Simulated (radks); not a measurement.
Spherical quantum dot in the effective-mass picture: electrons in a hard-walled sphere of radius 5.66, with a point charge +1 (a donor) at the centre, all in effective atomic units (hartree* = m*/eps^2 hartree, bohr* = eps/m* bohr), one dielectric constant everywhere. Method: non-relativistic Kohn-Sham, PBE, spin-polarised, spherical densities; computed with a radial shooting solver with Libxc functionals. Levels are named by radial order and angular momentum (1s, 1p, 1d, 2s, ...), and open shells are averaged over m. Results are scaled to m* = 0.057 and eps = 4.3, for which hartree* = 83.89 meV and bohr* = 3.992 nm.

N = 11, configuration 1s2 1p6 1d(up 2, down 0) 2s(up 1, down 0). This is the lowest configuration that the search found. Occupied and some empty levels:

level,occupation,eigenvalue (meV),<r> (nm)
1s up,1,192.77,12.86
1s down,1,196.20,13.81
1p up,3,202.59,15.34
1p down,3,204.90,15.26
1d up,2,215.26,16.00
2s up,1,216.41,8.640
1d down,0,217.72,15.92
2s down,0,228.06,8.594
1f up,0,232.15,16.48
1f down,0,234.80,16.43
1g up,0,252.97,16.88
1g down,0,255.80,16.84
2p up,0,259.55,11.26
2p down,0,263.23,11.70

Energy (meV): total 1074.79, kinetic 378.73, external -322.11, Hartree 1253.2, exchange-correlation -235.05.
